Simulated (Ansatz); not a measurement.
`[OH][Al]([F])[SeH]` + HBr → `[OH][Al]([F])[Br]` + H₂Se at 400 K and 1 bar (ligand exchange at the Al–Se bond).

Calculated with Ansatz (gas phase, PBE0-D4/def2-TZVP geometries, no zero-point term in ΔE). CBS: MP2 limit from def2 TZ/QZ plus the TZ coupled-cluster correction, frozen cores. For Br, Se outer-core shells are correlated without core-valence functions, which leaves a few kJ/mol of doubt a bond. Scalar relativity is left out up to krypton. Each species was taken in one conformer, which may not be the lowest.

```tsv
species	CCSD(T)/CBS energy (Eh)	H − E (kJ/mol)	S (J/(mol·K))
`[OH][Al]([F])[SeH]`	-2819.07650	93.5	365.6
HBr	-2573.91920	27.6	207.2
`[OH][Al]([F])[Br]`	-2991.11301	71.3	346.9
H₂Se	-2401.89790	49.4	229.5
```

H − E and S are ideal-gas, rigid-rotor, harmonic terms from PBE0-D4/def2-TZVP, for one conformer and one mirror image of each species. 1 Eh = 2625.50 kJ/mol, R = 8.31446 J/(mol·K).

Q: By hand: ΔE, ΔH, ΔS and ΔG.

A: ΔE = (-2991.11301) + (-2401.89790) − (-2819.07650) − (-2573.91920) = -0.01521 Eh = -39.9 kJ/mol. Δ(H − E) = 71.3 + 49.4 − 93.5 − 27.6 = -0.4, so ΔH = -40.3 kJ/mol. ΔS = 346.9 + 229.5 − 365.6 − 207.2 = 3.6 J/(mol·K). ΔG = -40.3 − 400 × (3.6)/1000 = -41.7 kJ/mol.

Q: By hand: the equilibrium constant, and the temperature at which ΔG would vanish if ΔH and ΔS stayed fixed.

A: log₁₀ K = −ΔG/(RT ln 10) = 5.4. ΔH and −TΔS have one sign here, so there is no such temperature. One of them is within its doubt of zero, so this could turn.

The number of gas molecules stays the same, so ΔS is small and ΔH decides. A doubt of 5 kJ/mol in ΔE shifts log₁₀ K by 0.7 here. Other conformers and mirror images would add mixing entropy, several J/(mol·K) or more a flexible species. These are equilibria of isolated gas molecules and say nothing of rates. Largest T1 diagnostic: 0.011 (customary marks: 0.02 for closed shells, 0.045 for open ones).
